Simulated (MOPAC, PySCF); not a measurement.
[Zn(NH2)(Br)], neutral singlet in the gas phase. 

Cartesian coordinates (Å):
```xyz
5

Zn     0.0622     0.0582    -0.0631
N      0.5887    -1.6961    -0.1449
H      1.6015    -1.8090     0.0049
H      0.3984    -2.1202    -1.0640
Br    -0.7338     2.1395     0.2269
```
Charge 0, spin multiplicity 1.

All levels are single points at this geometry (PBE-D3(BJ)/def2-SVP); Pople sets use spherical d functions. Orbital energies aren't observables, and empty levels follow the basis.

```tsv
level	HOMO (eV)	LUMO (eV)	gap (eV)	dipole (D)	vertical IE, Delta-SCF (eV)
B3LYP-D3(BJ)/def2-TZVP in PySCF	-7.25	-1.43	5.82	2.24	–
TPSSh-D3(BJ)/def2-TZVP in PySCF	-6.73	-1.45	5.28	2.27	–
B3LYP/3-21G in PySCF	-6.47	-1.09	5.38	2.77	–
M06-2X/6-31G* (LANL2DZ on Zn) in PySCF	-8.55	-0.48	8.07	2.88	–
PBE/6-31G* (LANL2DZ on Zn) in PySCF	-5.80	-1.94	3.86	2.84	–
HF/3-21G in PySCF	-10.21	1.48	11.69	3.06	–
HF/STO-3G in PySCF	-4.76	5.29	10.05	2.54	–
AM1 in MOPAC	-10.25	-0.27	9.98	3.03	–
PM7 in MOPAC	-9.09	1.34	10.44	2.58	–
```
